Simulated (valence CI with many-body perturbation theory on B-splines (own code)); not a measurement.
Results of a calculation; reference values are marked as such.
**Au72+: magnetic and hyperfine properties of the levels**

Level of theory: configuration interaction combined with many-body perturbation theory (CI+MBPT): five valence electrons over a frozen Dirac-Fock core [He], radial functions for each j: 11 s, 11 p, 10 d, 8 f, 5 g, 2 h, with the one-electron correlation potential Σ1, the two-electron term Σ2, the three-electron term Σ3, Breit, model QED; selected CI, second order for the rest, scaled by the run's own slope (own B-spline code, finite nucleus).

The last digits are not significant, and no measured levels were compared; by estimate large intervals hold to a few tenths of a per cent, small ones and those within an open d or f shell to about a per cent. Among the levels kept, up to 7600 cm⁻¹ of a level comes from second order outside the variational space, and about a tenth of that is noise between levels of different J, which matters for small intervals.

A/g_I is the dipole constant over the nuclear g factor μ/I (μ in nuclear magnetons, uniformly magnetised nucleus), B/Q the quadrupole constant per barn. Both hold the static response of the core; the bare values leave it out. Large factors of s and p1/2 electrons are usually good to 5 to 10 %; those of open d and f shells near neutrality can be off by tens of per cent, and small factors of p3/2, d and f electrons come from cancelling terms and can be off by a factor of two or in sign, in half-filled shells by more. B is blank for J = 1/2, where it vanishes, and for nearly pure S terms. Energies count from the lowest level.

Levels are named by their leading jj configuration (3d3/2^4 stands for four electrons in 3d with j = 3/2), which in mixed levels can hold well under half, so a name can repeat and another be missing. Letters in brackets count levels of one name in rising energy.

```tsv
Level	E (× 10³ cm⁻¹)	g	A/g_I (MHz)	A/g_I bare	B/Q (MHz/b)	B/Q bare
(2s^2 2p1/2^2 2p3/2) J=3/2	0.00	1.304	1020000	1040000	2010000	2020000
(2s^2 2p1/2 2p3/2^2) J=3/2	15224	1.429	-823000	-790000	88900	89000
(2s^2 2p1/2 2p3/2^2) J=5/2	15409	1.156	2890000	2900000	-5240	-5240
(2s^2 2p1/2 2p3/2^2) J=1/2	15886	0.607	1.03e+07	1.03e+07		
(2s 2p1/2^2 2p3/2^2) J=5/2	18330	1.434	7000000	6960000	210000	211000
(2s 2p1/2^2 2p3/2^2) J=1/2	19271	1.978	3.10e+07	3.06e+07		
(2s 2p1/2^2 2p3/2^2) J=3/2	19280	1.164	-4980000	-4880000	-179000	-179000
(2s^2 2p3/2^3) J=3/2	31148	1.283	1050000	1070000	-2110000	-2110000
(2s 2p1/2 2p3/2^3) J=3/2 [a]	33803	1.584	7090000	7040000	-1610000	-1610000
(2s 2p1/2 2p3/2^3) J=5/2	34145	1.276	8910000	8850000	-2270000	-2270000
(2s 2p1/2 2p3/2^3) J=1/2	34741	1.333	-1.21e+07	-1.19e+07		
(2s 2p1/2 2p3/2^3) J=3/2 [b]	34799	0.996	167000	219000	-689000	-690000
(2p1/2^2 2p3/2^3) J=3/2	38226	1.293	982000	1030000	-2050000	-2050000
(2s 2p3/2^4) J=1/2	50132	1.885	3.12e+07	3.09e+07		
(2p1/2 2p3/2^4) J=1/2	53716	0.607	1.04e+07	1.03e+07		
(2s^2 2p1/2^2 3s) J=1/2	80996	1.985	8940000	8870000		
(2s^2 2p1/2^2 3p1/2) J=1/2	81940	0.641	3070000	3060000		
(2s^2 2p1/2^2 3p3/2) J=3/2	86561	1.318	301000	309000	615000	615000
(2s^2 2p1/2^2 3d3/2) J=3/2	87347	0.780	175000	175000	109000	110000
(2s^2 2p1/2^2 3d5/2) J=5/2	88588	1.185	62100	62200	109000	110000
(2s^2 2p1/2 2p3/2 3s) J=3/2 [a]	96374	1.648	1770000	1770000	1310000	1310000
(2s^2 2p1/2 2p3/2 3s) J=1/2	96464	1.288	-4710000	-4640000		
(2s^2 2p1/2 2p3/2 3s) J=5/2	96532	1.297	4490000	4490000	1980000	1980000
(2s^2 2p1/2 2p3/2 3s) J=3/2 [b]	96594	0.943	2620000	2640000	1160000	1160000
(2s^2 2p1/2 2p3/2 3p1/2) J=1/2	97304	1.726	-2750000	-2700000		
(2s^2 2p1/2 2p3/2 3p1/2) J=3/2 [a]	97354	1.119	2030000	2040000	409000	409000
(2s^2 2p1/2 2p3/2 3p1/2) J=5/2	97459	1.033	3320000	3320000	1970000	1970000
(2s^2 2p1/2 2p3/2 3p1/2) J=3/2 [b]	97846	1.295	1580000	1600000	2010000	2010000
(2s 2p1/2^2 2p3/2 3s) J=5/2	99118	1.578	8580000	8520000	2030000	2030000
(2s 2p1/2^2 2p3/2 3s) J=3/2 [a]	99377	1.412	9620000	9550000	1100000	1110000
(2s 2p1/2^2 2p3/2 3s) J=1/2	99968	0.824	-1.16e+07	-1.14e+07		
(2s 2p1/2^2 2p3/2 3s) J=3/2 [b]	100050	1.366	-2560000	-2490000	1470000	1470000
(2s 2p1/2^2 2p3/2 3p1/2) J=3/2 [a]	100150	1.645	9670000	9610000	1400000	1400000
(2s 2p1/2^2 2p3/2 3p1/2) J=5/2	100150	1.316	7430000	7380000	1990000	2000000
(2s 2p1/2^2 2p3/2 3p1/2) J=1/2	100910	1.257	-9650000	-9490000		
(2s 2p1/2^2 2p3/2 3p1/2) J=3/2 [b]	100930	0.956	-3360000	-3290000	1150000	1150000
(2s^2 2p1/2 2p3/2 3p3/2) J=5/2 [a]	101850	1.402	-637000	-616000	2150000	2150000
(2s^2 2p1/2 2p3/2 3p3/2) J=1/2 [a]	101880	1.548	-2640000	-2610000		
(2s^2 2p1/2 2p3/2 3p3/2) J=3/2 [a]	101930	1.114	3340000	3340000	-1280000	-1290000
(2s^2 2p1/2 2p3/2 3p3/2) J=7/2	101980	1.208	2060000	2060000	2610000	2620000
```

**Question.** Take the isotope of mass number 197, with I = 3/2, μ = 0.1452 μN, leaving out the quadrupole term. What is the hyperfine structure of (2s^2 2p1/2 2p3/2^2) J=3/2?

**Answer.** From the table A = -79700 MHz. Shifts from the centre of gravity in MHz: F = 0: 299000, F = 1: 219000, F = 2: 59800, F = 3: -179000.
